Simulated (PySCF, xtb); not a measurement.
B(F)2(NHMe) (CH4BF2N), SMILES CNB(F)F. The values are those of a single conformer.

Harmonic wavenumbers (cm⁻¹) from xtb with GFN2-xTB at its own minimum, in rising order: 149, 174, 189, 385, 490, 504, 625, 798, 1063, 1114, 1125, 1245, 1315, 1412, 1472, 1476, 1539, 2966, 2982, 3049, 3472.

Q: What does PySCF with B3LYP-D3(BJ)/def2-SVP give at its own minimum? (Estimate from the structure and the level; the computed values follow.)

A: 138, 167, 219, 439, 536, 586, 668, 818, 1091, 1148, 1153, 1322, 1420, 1470, 1473, 1481, 1603, 3011, 3070, 3142, 3619. Paired by order, the mean absolute difference is 51 cm⁻¹ and the zero-point energies are 39.4 and 40.9 kcal/mol.
